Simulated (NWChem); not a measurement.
System: PbI cation, singlet; SMILES [I][Pb+]

NWChem input:

```
start job
memory heap 200 mb stack 900 mb global 1100 mb
charge 1
geometry units angstroms noautosym nocenter noautoz
  Pb     0.000000     0.000000    -1.077552
  I      0.000000     0.000000     1.646111
end
basis spherical
  * library def2-svp
end
ecp
  I library def2-ecp
  Pb library def2-ecp
end
dft
  xc bhlyp
  iterations 150
end
tddft
  nroots 6
  notriplet
end
task tddft energy
```

Low-valent species are run as closed-shell singlets; no triplet was tried in these runs. Coordinates come from a PBE-D3(BJ)/def2-SVP optimisation. def2 effective core potentials on I, Pb; no spin-orbit coupling.

Vertical excitations in the gas phase.

Question: What results follow from this input? (BHandHLYP/def2-SVP with def2 effective core potentials on I, Pb, full TDDFT.) Quantities: lowest excitation, singlet (eV); oscillator strength of that lowest state; orbital gap (eV).

Answer: The lowest excitation, singlet (eV) is 3.19 and the oscillator strength of that lowest state is 0.000. The orbital gap (eV) comes out as 5.83.
